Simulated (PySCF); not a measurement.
LDA on Se⁺ (selenium, charge +1)

Configuration: [Ar] 3d10 4s2 4p3, high-spin 4S determinant. Calculation: PySCF 2.14, in jorge-DZP-DKH; scalar relativity by spin-free X2C-1e.

```json
{
 "Total energy": "-2425.739 hartree",
 "One-electron energy": "-3365.482 hartree",
 "Hartree (Coulomb) energy": "1024.407 hartree",
 "Exchange-correlation energy": "-84.664 hartree",
 "⟨S²⟩": "3.7501",
 "⟨L²⟩": "0.000",
 "Sum of ⟨r⟩": "22.34 bohr",
 "Sum of ⟨r²⟩": "31.17 bohr²",
 "Langevin diamagnetic susceptibility": "-24.7 ×10⁻⁶ cm³/mol",
 "Time after the integrals": "0.17 s of wall time on 1 thread of Intel(R) Xeon(R) 6975P-C (shared host)"
}
```

```csv
shell,electrons,mean orbital energy (hartree),"rms radius, mean of both spins (bohr)"
1s α,1,-458.62143,0.0509
1s β,1,-458.61445,0.0509
2s α,1,-59.30606,0.213
2s β,1,-59.30204,0.213
2p α,3,-52.29246,0.189
2p β,3,-52.28640,0.189
3s α,1,-8.17980,0.617
3s β,1,-8.17063,0.617
3p α,3,-5.98242,0.639
3p β,3,-5.97186,0.639
3d α,5,-2.33286,0.698
3d β,5,-2.31851,0.698
4s α,1,-1.02893,1.86
4s β,1,-0.94019,1.86
4p α,3,-0.60606,2.30
```

Densities and radii are taken from the X2C orbitals without a picture-change correction, which distorts them close to the nucleus.
